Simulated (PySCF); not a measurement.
Simulated outer-valence photoelectron spectrum of `C[SiH](N)N`. Computed with EOM-IP-CCSD/aug-cc-pVDZ in PySCF, restricted Hartree–Fock reference, 8 core orbitals frozen, non-relativistic, gas phase, PBE0-D3(BJ)/def2-SVP geometry.

Each root has a Gaussian of 0.3 eV full width with its one-hole share as area; cross sections and vibrations are left out, and the highest printed point is 100.

(ionisation energy (eV), intensity): (9.0, 2), (9.2, 38), (9.4, 76), (9.6, 53), (9.8, 71), (10.0, 11), (10.2, 0), (10.4, 0), (10.6, 0), (10.8, 0), (11.0, 0), (11.2, 17), (11.4, 78), (11.6, 30), (11.8, 1), (12.0, 0), (12.2, 0), (12.4, 0), (12.6, 9), (12.8, 69), (13.0, 62), (13.2, 80), (13.4, 30), (13.6, 1), (13.8, 3), (14.0, 46), (14.2, 100), (14.4, 86), (14.6, 16), (14.8, 0), (15.0, 0), (15.2, 0), (15.4, 0), (15.6, 0), (15.8, 0), (16.0, 21), (16.2, 79), (16.4, 25), (16.6, 1)

Q: Where are the maxima, and how many lines lie under the curve?

A: 7 maxima, at 9.4, 9.7, 11.4, 12.9, 13.2, 14.3 and 16.2 eV, from 8 lines. At this width some lines have no maximum of their own.

Q: List the lines with their holes.

A: 
```
E (eV)  leading hole (HF orbital)  area  Koopmans (eV)
  9.36                       HOMO  0.95          10.39
  9.74                     HOMO-1  0.94          11.06
 11.42                     HOMO-2  0.95          12.39
 12.87                     HOMO-3  0.94          13.90
 13.22                     HOMO-4  0.95          14.28
 14.13                     HOMO-5  0.95          15.22
 14.37                     HOMO-6  0.94          15.38
 16.21                     HOMO-7  0.95          17.29
```

The widest gap, 1.84 eV, lies between 14.37 and 16.21 eV. Only orbitals with −ε under 21 eV, eight at most, were ionised, so the high end of the curve may lack lines.

The values belong to the conformer `[CH3:1][SiH:2]([NH2:3])[NH2:4]`: H–N3–Si2–C1 53°, H–N3–Si2–C1 -175°, H–N4–Si2–C1 -56°, H–N4–Si2–C1 172°.
